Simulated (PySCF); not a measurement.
C₂H₃O₂, SMILES [CH2]C(=O)O, multiplicity 2. Atoms are numbered in the order given.

```xyz
7

C      0.2624    -1.3854     0.0000
C     -0.1074     0.0206     0.0000
O     -1.2491     0.4326     0.0000
O      0.9609     0.8490     0.0000
H      1.3108    -1.6894     0.0000
H     -0.5393    -2.1252     0.0000
H      0.6044     1.7508     0.0000
```
Charge 0, spin multiplicity 2.

Geometry optimised at ωB97X-D3(BJ)/def2-SVP. The isomer is the one that the SMILES or the coordinates give; other isomers of the formula were not compared. The values are those of a single conformer.

Two levels are set side by side: PBE/pcH-1 (PySCF) and B3LYP/pcH-1 (PySCF). Contact hyperfine couplings, same geometry. Differences are taken from unrounded values.

| quantity | PBE |
|---|---|
| A(iso) of 13C, atom C1 (MHz) | 69.2 |
| A(iso) of 13C, atom C2 (MHz) | -38.9 |
| A(iso) of 17O, atom O3 (MHz) | -5.6 |
| A(iso) of 17O, atom O4 (MHz) | 3.9 |
| A(iso) of 1H, atom H5 (MHz) | -57.2 |
| A(iso) of 1H, atom H6 (MHz) | -57.9 |
| A(iso) of 1H, atom H7 (MHz) | -3.8 |

Q: These are the PBE values. What does B3LYP give? (The exact figures need the calculation; the answer reports its results.)

A: 
```json
[
 {"quantity": "A(iso) of 13C, atom C1 (MHz)", "B3LYP": "81.2", "PBE minus B3LYP": "-12.0"},
 {"quantity": "A(iso) of 13C, atom C2 (MHz)", "B3LYP": "-42.6", "PBE minus B3LYP": "3.7"},
 {"quantity": "A(iso) of 17O, atom O3 (MHz)", "B3LYP": "-12.0", "PBE minus B3LYP": "6.4"},
 {"quantity": "A(iso) of 17O, atom O4 (MHz)", "B3LYP": "3.5", "PBE minus B3LYP": "0.4"},
 {"quantity": "A(iso) of 1H, atom H5 (MHz)", "B3LYP": "-59.6", "PBE minus B3LYP": "2.4"},
 {"quantity": "A(iso) of 1H, atom H6 (MHz)", "B3LYP": "-59.9", "PBE minus B3LYP": "2.0"},
 {"quantity": "A(iso) of 1H, atom H7 (MHz)", "B3LYP": "-3.4", "PBE minus B3LYP": "-0.5"}
]
```

Rough cost on one machine, each run with all the roots and properties that it gave: B3LYP against PBE within a factor of 2.
